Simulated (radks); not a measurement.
The numbers below are computed, except where a source is named.
Task: These are the eigenvalues of the occupied orbitals of an atom or ion with whole-number occupations (hartree). Code: a radial shooting solver on a logarithmic mesh with Libxc functionals. Model: Dirac Kohn-Sham, PBE, spin-unpolarised, spherical densities, finite nucleus; Fermi nuclear charge, rms radius of each element as measured or else 0.836 A^(1/3) + 0.57 fm.

1s1/2: -1479.005
2s1/2: -237.1304
2p1/2: -223.9282
2p3/2: -207.5138
3s1/2: -51.40630
3p1/2: -45.81316
3p3/2: -42.58629
3d3/2: -32.80685
3d5/2: -32.11357
4s1/2: -10.78145
4p1/2: -8.70726
4p3/2: -8.01971
4d3/2: -4.61856
4d5/2: -4.49899
5s1/2: -2.08326
5p1/2: -1.51965
5p3/2: -1.41869
4f5/2: -0.73699
5f5/2: -0.22792

Which element is it, and in what charge state? The configuration may be excited. Open shells, if any, fill j = l - 1/2 first.

Result: Z = 58, cerium, charge +2: Ce2+ in [Kr] 4d10 4f2 5s2 5p5 5f1. The list shows which subshells hold electrons but not how many an open one holds; the 1s level, -1479 hartree, gives Z - s = 54.4 by -(Z - s)^2/2, which with screening and relativity narrows Z to a few neighbours, and the depths of the outer levels then fix element, charge and occupations together.
